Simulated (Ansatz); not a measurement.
Molecule: sum formula GeBrF3, charge 0, multiplicity 1. SMILES: [F][Ge]([F])([F])[Br]
Structure (B3LYP-D3(BJ)/def2-TZVP (Ansatz, a program for electronic structure) minimum search):
```xyz
5

F     -1.3656    -0.7238    -1.3445
Ge    -0.6569     0.0243     0.0223
F     -1.2303     1.6365     0.0681
F     -1.2740    -0.7694     1.4076
Br     1.5957    -0.0591    -0.0541
```

Quantity: vertical ionisation energy (to the doublet state of charge +1; each state is the SCF solution reached for its spin; the molecule has degenerate orbitals, so one determinant may break the symmetry), in eV. Cores are frozen in the correlated levels unless marked. UHF or UKS for open shells. No spin-orbit coupling. Frozen are the shells of the preceding noble gas and the d and f shells that filled before the atom's block. No relativistic terms. CBS(X,Y): correlation extrapolated as X^-3; Hartree-Fock from the larger set. The bracket is a focal-point correction in the basis named.

```tsv
level	program	vertical ionisation energy (eV)
HF/aug-cc-pVDZ	Ansatz	11.69
HF/aug-cc-pVTZ	Ansatz	11.59
HF/aug-cc-pVQZ	Ansatz	11.58
wB97M-V/def2-TZVPD	Ansatz	12.42
RI-MP2/CBS(aug-cc-pVTZ,aug-cc-pVQZ)	Ansatz	12.66
CCSD(T)/aug-cc-pVTZ	Ansatz	12.44
RI-MP2/CBS(aug-cc-pVTZ,aug-cc-pVQZ)+[CCSD(T)-MP2]/aug-cc-pVTZ	Ansatz	12.61
```
